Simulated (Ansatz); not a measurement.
Several settings on one geometry of [TaO2Cl2]- (TaCl2O2⁻) (that of the charge -1 singlet, PBE-D4/def2-SVPD). Ansatz on 4 threads of Arm Neoverse V2 on a shared host; times are rough.

Cartesian coordinates in Å:
```
Ta 0.083 0.000 0.058
O 0.138 -0.015 1.830
O 1.766 0.008 -0.499
Cl -0.998 2.028 -0.678
Cl -0.989 -2.021 -0.711
```

Totals from different functionals, basis sets or treatments of relativity can't be compared as stabilities.

In the def2 sets Ta takes a core potential; there is no spin–orbit coupling. Correlated methods freeze 12 core orbitals; core or outer-core shells of Ta are correlated, in sets that lack core-valence functions.

Scalar relativity in a set contracted without it gives distorted totals.

Problem. Give the basis size and estimate the energy, ⟨S²⟩ and time of these runs.

| run | method | charge | state | further keys |
| --- | --- | --- | --- | --- |
| 1 | RKS PBEsol-D3(BJ)-ATM/def2-TZVPP | -1 | singlet | nuclear_model: gaussian; scf: {lower_state_search: light} |
| 2 | UKS PBE0-DH/def2-SVP | -1 | singlet | fitting: {mean_field: def2-universal-jkfit}; pseudopotentials: {relativity: scalar}; scf: {lower_state_search: full}; forces asked |
| 3 | RKS ωB97M-V/def2-TZVPD | -1 | singlet | scf: {lower_state_search: light} |

Solution. 
```tsv
run	functions	energy (Eh)	⟨S²⟩	wall time
1	202	-1125.9018	–	1.6 s
2	96	-1129.8009	0.00	14 s
3	215	-1128.1653	–	12 s
```

The highest occupied level of an anion often lies above zero with these methods, and sets without diffuse functions describe the outer electron poorly.
